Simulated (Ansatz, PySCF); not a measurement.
Species: TlI, charge 0, multiplicity 1. 
Coordinates optimised at B3LYP-D3(BJ)/def2-TZVP (Ansatz, a quantum-chemistry and plane-wave program):
```
Tl
I 1 2.8762
```

Total electronic energies in hartree. Correlated levels leave the core frozen unless marked. No spin-orbit coupling. Frozen are the shells of the preceding noble gas and the d and f shells that filled before the atom's block. Past Kr the def2 sets carry scalar-relativistic core potentials. Basis-set limits of correlation are two-point, X^-3; Hartree-Fock from the larger set. [CCSD(T)-MP2]/basis is that difference in the basis named.

| level | program | energy (Eh) |
|---|---|---|
| RI-HF/def2-QZVPP | Ansatz | -468.26786 |
| SVWN5/def2-TZVPD | PySCF | -469.67023 |
| PBE-D3(BJ)/def2-TZVPD | Ansatz + dftd3 | -470.33828 |
| TPSS-D3(BJ)/def2-TZVPD | PySCF + dftd3 | -470.15768 |
| B97M-V/def2-TZVPD | Ansatz | ___ |
| B3LYP-D3(BJ)/def2-TZVPD | Ansatz + dftd3 | -470.47766 |
| PBE0-D4/def2-TZVPD | Ansatz + dftd4 | -470.32569 |
| HSE06-D4/def2-TZVPD | Ansatz + dftd4 | -470.32377 |
| CAM-B3LYP-D3(BJ)/def2-TZVPD | Ansatz + dftd3 | -470.27948 |
| CAM-B3LYP-D4/def2-TZVPD | Ansatz + dftd4 | -470.27914 |
| CAM-B3LYP/def2-TZVPD | Ansatz | -470.27716 |
| B2GP-PLYP-D3(BJ)/def2-TZVPD | Ansatz + dftd3 | -469.55162 |
| B2PLYP-D3(BJ)/def2-TZVPD | Ansatz + dftd3 | ___ |
| RPA@PBE/def2-QZVPP | Ansatz | -468.59743 |
| MP2/def2-TZVPPD | Ansatz | -468.44210 |
| MP2/def2-QZVPP | Ansatz | -468.46571 |
| RI-MP2/def2-QZVPPD | Ansatz | -468.46580 |
| SCS-MP2/def2-QZVPPD | Ansatz | -468.46820 |
| CCSD(T)/def2-QZVPP | Ansatz | -468.49475 |
| CCSDT/def2-SVP | Ansatz | -468.40290 |
| RI-MP2/CBS(def2-TZVPP,def2-QZVPP)+[CCSD(T)-MP2]/def2-SVP | Ansatz | -468.5026 |
| RI-MP2/CBS(def2-TZVPPD,def2-QZVPPD)+[CCSD(T)-MP2]/def2-SVPD | Ansatz | -468.5035 |
| CCSD(T)/CBS(def2-TZVPPD,def2-QZVPPD) | Ansatz | -468.5118 |

### Question
Some entries are withheld; supply them.

### Answer

- B97M-V/def2-TZVPD, energy (Eh): -470.28999
- B2PLYP-D3(BJ)/def2-TZVPD, energy (Eh): -469.71416
